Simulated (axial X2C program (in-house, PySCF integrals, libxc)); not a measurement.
## Nuclear properties of BeY

Computed with an axial X2C code built on PySCF integrals: two-component X2C with atomic mean-field Coulomb and Gaunt terms, Gaussian nuclei, basis Y dyall-cv3z, Be dyall-cv3z with contracted cores.

R = 2.507 Å (near the PBE0 minimum at charge 0 of the determinant lowest at the starting distance; the state shown can have its own minimum elsewhere).

Determinant lowest in the PBE0 search, Ω = 3/2 (⟨Sz⟩ = 1.50, ⟨Lz⟩ = 0.00 at PBE0), spin on the atoms Y 1.15, Be 0.35:

```
level  Eeff magnitude (GV/cm)  Ws magnitude Y (kHz)  A∥/gI Y (MHz)  qzz Y (a.u.)  A∥/gI Be (MHz)  qzz Be (a.u.)  μ (D)
 PBE0                    2.66                 0.787            753         -1.58            24.2           0.04  -2.39
   HF                     1.9                 0.481            896         -2.20           -29.9           0.01  -1.95
B3LYP                    2.57                 0.759            791         -1.61            34.6           0.05  -2.32
  PBE                    2.33                  0.69            731         -1.56              31           0.04  -2.56
PBE50                    2.93                 0.861            762         -1.62            15.9           0.04  -2.10
```

Determinant 0.25 eV from it at PBE0 and this distance, Ω = 1/2 (⟨Sz⟩ = -0.50, ⟨Lz⟩ = 1.00 at PBE0), spin on the atoms Y -0.16, Be -0.34:

```
level  Eeff magnitude (GV/cm)  Ws magnitude Y (kHz)  Ws magnitude Be (kHz)  A∥/gI Y (MHz)  qzz Y (a.u.)  A∥/gI Be (MHz)  qzz Be (a.u.)  μ (D)
 PBE0                  0.0252               0.00834                0.00138            222         -1.65           -47.3          -0.03  -1.27
   HF                    6.91                  6.63                0.00262            107         -1.66             -75           0.01   0.05
B3LYP                   0.129                 0.101                0.00129            176         -1.69           -51.8          -0.02  -0.99
  PBE                  0.0812                0.0463                0.00127            273         -1.68           -46.9          -0.03  -1.32
PBE50                   0.175                 0.196                0.00149            166         -1.62           -48.7          -0.02  -1.10
```

Eeff is the effective electric field on the electron electric dipole moment in this Ω state and Ws the scalar–pseudoscalar constant of the nucleus named (defined with the proton number Z and per Ω); A∥ (defined per Ω) follows by multiplying with gI = μI/(I μN); qzz is the electric field gradient, eQq0 = 234.96 MHz × Q/barn × qzz; μ is positive if the Be end (last atom) is positive. The operators were transformed with the bare-nucleus X2C matrices; with these basis sets, hyperfine constants and field gradients can be off by tens of per cent, and where levels differ in sign neither size nor sign is settled.

Question: With gI(89Y) = -0.2748 (g factors from the IAEA table of nuclear moments by Stone), turn the PBE0 values of the first state into constants in MHz.

Answer: A∥(89Y) = 753 × -0.2748 = -207 MHz.

Each state is one determinant with collinear spin, which with several unpaired electrons need not be a pure state. Unrestricted Hartree–Fock can overshoot spin polarisation at the nuclei. In the state Ω = 1/2 the sign of Eeff differs between levels (HF, PBE50 against PBE0). This is the top spin component of a Σ state; components of lower Ω are not single determinants and can lie lower. With several open shells hyperfine constants can be off by a factor of several. Where Eeff spreads by more than a factor of two the levels disagree and none is to be relied on. At HF a later determinant lies lower. States lie within half an eV, so the first need not be the ground state. The sign of Ws at Be differs between levels in the first state. The sign of Ws at Y differs between levels in the second state. Further determinants of the search, some of them spin-mixed, are not shown. Where a field gradient or hyperfine factor spreads by more than a factor of two over the levels, a constant derived from it is not to be relied on. PBE0 term energies can be off by some tenths of an eV.
